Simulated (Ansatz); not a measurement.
The cluster CrCl₃. The state is a quartet with charge 0. Geometry r2SCAN-D4/def2-SVP; atoms count from 1.

```xyz
4

Cr   -0.038    0.030   -0.195
Cl   -0.673   -2.008   -0.104
Cl   -1.347    1.538    0.564
Cl    2.057    0.441   -0.265
```

The structure comes from a short search, and lower isomers may exist.

**Question.** Estimate the Mulliken populations from the PBE0/def2-TZVP orbitals of Ansatz.

**Answer.** 
| atom | charge (e) | spin (α − β) | d electrons |
| --- | --- | --- | --- |
| Cr1 | 0.97 | 3.25 | 4.37 |
| Cl2 | -0.32 | -0.08 | – |
| Cl3 | -0.32 | -0.08 | – |
| Cl4 | -0.32 | -0.08 | – |
Mulliken values depend strongly on the basis.

**Question.** Where does the spin sit?

**Answer.** Summed by element: Cr 3.25, Cl -0.25, of 3 unpaired in all. Largest on single atoms: Cr1 3.25, Cl2 -0.08, Cl3 -0.08.

**Question.** And the Mayer bond orders between heavy atoms (over 0.3)?

**Answer.** Cr1–Cl2 1.09 (2.14 Å); Cr1–Cl3 1.09 (2.14 Å); Cr1–Cl4 1.09 (2.14 Å).
